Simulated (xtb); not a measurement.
Zn(F)(Et) (C2H5FZn), SMILES [Zn]([CH2]C)[F]. All values are semi-empirical tight-binding results from xtb (GFN2-xTB unless named), good for trends rather than for accurate numbers. Geometry: GFN2-xTB. The structure was generated by enumeration; whether it is a known compound was not checked. The values are those of a single conformer.

For metal compounds this method's bond lengths and energies can be far off.

* **point group as xtb finds it**: Cs
* **orbital gap**: 3.84 eV
* **zero-point energy**: 40.5 kcal/mol
* **G − E(el) at 298.15 K (modified RRHO)**: 21.0 kcal/mol
